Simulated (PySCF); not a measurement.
# Bond lengths and vibrations by method: AlBH3N

All numbers below are calculated, not measured. The program is PySCF 2.14.0, an open-source quantum chemistry code, run on an isolated molecule that a program drew, which may never have been made. The molecule is AlBH3N (charge 0, singlet), drawn as the SMILES string `N=[B][AlH2]`.

The geometry was optimised and harmonic frequencies were computed with HF and MP2, all in the cc-pV(D+d)Z basis, for the commonest isotopes, with a restricted reference for singlets and an unrestricted one otherwise, and a frozen core in MP2. Each result is a local minimum of its method.

Geometry at the HF minimum:
```xyz
6
AlBH3N, angstrom
N     2.1112    1.4236   -0.4067
B     0.9861    1.0002   -0.6784
Al   -0.9470    0.2727   -1.1449
H     3.0112    1.7623   -0.1894
H    -1.2146   -0.4099   -2.5418
H    -2.1154    0.4146   -0.0943
```

Lengths of the bonds as drawn, in Å (atoms numbered as above):
```
  bond     HF    MP2
 N1-B2  1.232  1.263
B2-Al3  2.118  2.098
 N1-H4  0.986  1.003
Al3-H5  1.578  1.579
Al3-H6  1.578  1.579
```

Rotational constants, in GHz:
| constant | HF | MP2 |
|---|---|---|
| A | 134.1 | 134.5 |
| B | 3.893 | 3.877 |
| C | 3.783 | 3.769 |

Harmonic frequencies in cm^-1, each column in rising order, so a row needn't be the same motion in every method:
| rank | HF | MP2 |
|---|---|---|
| 1 | 231 | 201 |
| 2 | 241 | 207 |
| 3 | 478 | 476 |
| 4 | 539 | 485 |
| 5 | 553 | 524 |
| 6 | 583 | 532 |
| 7 | 640 | 621 |
| 8 | 845 | 814 |
| 9 | 2000 | ? |
| 10 | 2001 | 1974 |
| 11 | 2044 | 1979 |
| 12 | 4078 | 3849 |

**Estimate the missing MP2 frequency from the HF column.**

A single factor s that minimises the squared misfit of MP2 against s times HF over the other rows is sum(HF x MP2) / sum(HF^2) = 0.9541, with an rms misfit of 30 cm^-1. For rank 9 it gives 0.9541 x 2000 = 1908 cm^-1. The calculation gives 1852 cm^-1, 56 cm^-1 below the estimate. The drawn bonds are on average 0.7 % longer in MP2 than in HF.
